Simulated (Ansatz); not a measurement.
CH7AlO2Si (`C[SiH](O)[AlH][OH]`). Charge 0, multiplicity 1.

```xyz
12

C     1.267   -1.327    0.236
Si   -0.496   -0.763   -0.053
O    -1.525   -1.349    1.119
Al   -0.657    1.691   -0.264
O     0.279    2.382   -1.507
H     1.683   -0.915    1.159
H     1.316   -2.418    0.297
H     1.903   -1.001   -0.592
H    -0.979   -1.411   -1.307
H    -1.561   -0.877    1.950
H    -1.526    2.666    0.655
H     0.295    3.320   -1.693
```

**Question.** What are the harmonic wavenumbers in cm⁻¹ at PBE0-D4/def2-TZVP (Ansatz, finite differences of forces, unscaled)? (Estimate.)

**Answer.** Computed: 29, 83, 146, 163, 176, 204, 242, 360, 387, 472, 565, 645, 681, 700, 742, 785, 836, 876, 891, 911, 1269, 1443, 1449, 1875, 2190, 3042, 3127, 3131, 3933, 3949.

**Question.** Is this a minimum?

**Answer.** Yes, all 30 modes are real.

**Question.** Give the ideal-gas thermochemistry at 298.15 K and 1 bar (rigid rotor, harmonic oscillator; point group C1, symmetry number 1).

**Answer.** Zero-point energy 211.2 kJ/mol; H(298) − E = 238.1 kJ/mol; entropy 395.5 J/(mol·K), of which translation 167.0, rotation 116.6, vibration 111.9; G(298) − E = 120.2 kJ/mol. Modes under 100 cm⁻¹ are hindered rotations or soft bends, so the harmonic entropy is rough.

**Question.** And at 400, 500, 600, 800 and 1000 K?

**Answer.** 
| T (K) | H − E (kJ/mol) | S (J/mol/K) | G − E (kJ/mol) |
| --- | --- | --- | --- |
| 400 | 253.5 | 439.7 | 77.6 |
| 500 | 270.5 | 477.7 | 31.7 |
| 600 | 289.1 | 511.5 | -17.8 |
| 800 | 329.5 | 569.5 | -126.1 |
| 1000 | 373.1 | 618.1 | -245.0 |
